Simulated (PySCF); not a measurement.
Frontier levels across methods

Species: C2H5NSi.
Structure used (PBE0-D3(BJ)/def2-SVP), in Å, numbered top down from 1:
```
atom  x, y, z in Å
N1    -1.4047    1.6785    1.1930
C2    -0.9940    0.6955    0.7389
C3    -0.4441   -0.5129    0.1604
Si4    1.3698   -0.3082   -0.3962
H5    -1.0528   -0.8163   -0.7072
H6    -0.4979   -1.3314    0.8970
H7     1.4589    0.7902   -1.3990
H8     1.7996   -1.5998   -1.0081
H9     2.2200    0.0026    0.7872
```

Basis pcSseg-2 throughout (PySCF), one geometry. Isolated species at its PBE0-D3(BJ)/def2-SVP geometry, gas phase.

**Question.** How do the orbital energies, the gap and the dipole change with the method?

**Answer.** 
```json
{"method": "BLYP", "kind": "GGA", "HOMO (eV)": "-7.53", "LUMO (eV)": "-0.92", "gap (eV)": "6.62", "μ (D)": "4.01", "SCF cycles": "14"}
{"method": "B97-D", "kind": "GGA", "HOMO (eV)": "-7.64", "LUMO (eV)": "-0.85", "gap (eV)": "6.79", "μ (D)": "4.00", "SCF cycles": "14"}
{"method": "OPBE", "kind": "GGA", "HOMO (eV)": "-7.65", "LUMO (eV)": "-0.84", "gap (eV)": "6.81", "μ (D)": "3.96", "SCF cycles": "15"}
{"method": "KT2", "kind": "GGA", "HOMO (eV)": "-7.66", "LUMO (eV)": "-1.05", "gap (eV)": "6.61", "μ (D)": "3.98", "SCF cycles": "15"}
{"method": "PBE", "kind": "GGA", "HOMO (eV)": "-7.68", "LUMO (eV)": "-0.99", "gap (eV)": "6.69", "μ (D)": "4.00", "SCF cycles": "14"}
{"method": "KT3", "kind": "GGA", "HOMO (eV)": "-7.69", "LUMO (eV)": "-1.08", "gap (eV)": "6.61", "μ (D)": "3.95", "SCF cycles": "14"}
{"method": "BP86", "kind": "GGA", "HOMO (eV)": "-7.76", "LUMO (eV)": "-0.94", "gap (eV)": "6.83", "μ (D)": "4.01", "SCF cycles": "15"}
{"method": "LDA", "kind": "LDA", "HOMO (eV)": "-7.85", "LUMO (eV)": "-1.16", "gap (eV)": "6.68", "μ (D)": "4.11", "SCF cycles": "14"}
{"method": "B97-2", "kind": "global hybrid", "HOMO (eV)": "-8.68", "LUMO (eV)": "-0.21", "gap (eV)": "8.48", "μ (D)": "4.07", "SCF cycles": "12"}
{"method": "B3LYP", "kind": "global hybrid", "HOMO (eV)": "-8.72", "LUMO (eV)": "-0.49", "gap (eV)": "8.23", "μ (D)": "4.09", "SCF cycles": "14"}
{"method": "PBE0", "kind": "global hybrid", "HOMO (eV)": "-8.95", "LUMO (eV)": "-0.23", "gap (eV)": "8.71", "μ (D)": "4.09", "SCF cycles": "12"}
{"method": "mPW1PW91", "kind": "global hybrid", "HOMO (eV)": "-8.97", "LUMO (eV)": "-0.24", "gap (eV)": "8.73", "μ (D)": "4.09", "SCF cycles": "12"}
{"method": "BHandHLYP", "kind": "global hybrid", "HOMO (eV)": "-10.11", "LUMO (eV)": "0.39", "gap (eV)": "10.50", "μ (D)": "4.19", "SCF cycles": "12"}
{"method": "CAM-B3LYP", "kind": "range-separated hybrid", "HOMO (eV)": "-10.33", "LUMO (eV)": "0.55", "gap (eV)": "10.88", "μ (D)": "4.14", "SCF cycles": "12"}
{"method": "wB97X-D", "kind": "range-separated hybrid", "HOMO (eV)": "-10.81", "LUMO (eV)": "1.47", "gap (eV)": "12.28", "μ (D)": "4.12", "SCF cycles": "13"}
{"method": "LC-wPBE", "kind": "range-separated hybrid", "HOMO (eV)": "-11.73", "LUMO (eV)": "1.70", "gap (eV)": "13.43", "μ (D)": "4.14", "SCF cycles": "13"}
{"method": "HF", "kind": "Hartree–Fock", "HOMO (eV)": "-11.91", "LUMO (eV)": "2.12", "gap (eV)": "14.03", "μ (D)": "4.32", "SCF cycles": "12"}
```

The HOMO spans 4.37 eV, from BLYP down to HF, and the gap runs from 6.61 eV (KT2) to 14.03 eV (HF). Over the methods BLYP (0 %), B97-D (0 %), OPBE (0 %), KT2 (0 %), PBE (0 %), KT3 (0 %), BP86 (0 %), LDA (0 %), B97-2 (21 %), B3LYP (20 %), PBE0 (25 %), mPW1PW91 (25 %), BHandHLYP (50 %), HF (100 %), a straight line through the gap against the share of exact exchange rises by 0.74 eV for each 10 % (correlation coefficient 0.999). The dipole ranges from 3.95 D (KT3) to 4.32 D (HF). This basis has no diffuse functions.
